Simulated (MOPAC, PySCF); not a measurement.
C10H8BF, SMILES `Bc1cc2ccccc(F)c-2c1`, neutral singlet in the gas phase. 

Cartesian coordinates (Å):
SMILES: c1c2cc(cc-2c(ccc1)F)B
```xyz
20

B      3.7521     0.5904     0.2470
C      2.2393     0.3553     0.1478
C      1.2267     1.3446     0.2650
C     -0.0388     0.7502     0.1182
C     -1.2647     1.4161     0.1742
C     -2.5539     0.8952     0.0384
C     -2.9290    -0.4355    -0.1887
C     -2.1504    -1.5844    -0.3399
C     -0.7580    -1.6900    -0.3004
F     -0.2918    -2.9323    -0.4794
C      0.2114    -0.7053    -0.1042
C      1.5975    -0.8977    -0.0788
H      4.1854     1.7009     0.4453
H      4.5237    -0.3315     0.1281
H      1.3984     2.4066     0.4418
H     -1.1988     2.4953     0.3491
H     -3.3746     1.6124     0.1191
H     -4.0076    -0.6070    -0.2600
H     -2.6692    -2.5302    -0.5116
H      2.1022    -1.8529    -0.2110
```
Charge 0, multiplicity 1.

All levels are single points at this geometry (B3LYP-D3(BJ)/def2-SVP); Pople sets use spherical d functions. Orbital energies aren't observables, and empty levels follow the basis.

```tsv
level	HOMO (eV)	LUMO (eV)	gap (eV)	dipole (D)	vertical IE, Delta-SCF (eV)
TPSSh-D3(BJ)/def2-TZVP in PySCF	-5.57	-3.19	2.38	3.80	7.54
B3LYP/6-311+G** in PySCF	-5.96	-3.07	2.89	3.86	–
SVWN5/6-31G* in PySCF	-5.18	-3.48	1.70	4.00	7.67
PM3 in MOPAC	-8.39	-1.89	6.49	4.37	–
PM6 in MOPAC	-8.39	-1.61	6.77	3.32	–
PM7 in MOPAC	-8.43	-1.73	6.71	3.32	–
```
